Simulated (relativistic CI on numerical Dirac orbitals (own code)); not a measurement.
# Cr5+ (3d) in a crystal field

Calculated by Dirac-Coulomb-Breit CI, orbitals from a KLI potential per configuration, model QED, valence Slater integrals scaled by 0.9, one configuration in a parametric crystal field (own radial code).

Field parameters in Wybourne normalisation: Oh B⁴₀ = 21Dq, B⁴₄ = √(5/14) B⁴₀. The field is a parameter set, without covalency.

S is read from ⟨S²⟩ = S(S + 1).

Levels (cm⁻¹, degeneracy): 0 (4), 547 (2), 34292 (4).

Which field gives this pattern?
A. Oh, 10Dq = 34100 cm⁻¹
B. Oh, 10Dq = 43500 cm⁻¹
C. Oh, 10Dq = 20000 cm⁻¹
D. Oh, 10Dq = 24700 cm⁻¹

A. Oh, 10Dq = 34100 cm⁻¹, ground level with S = 0.50.
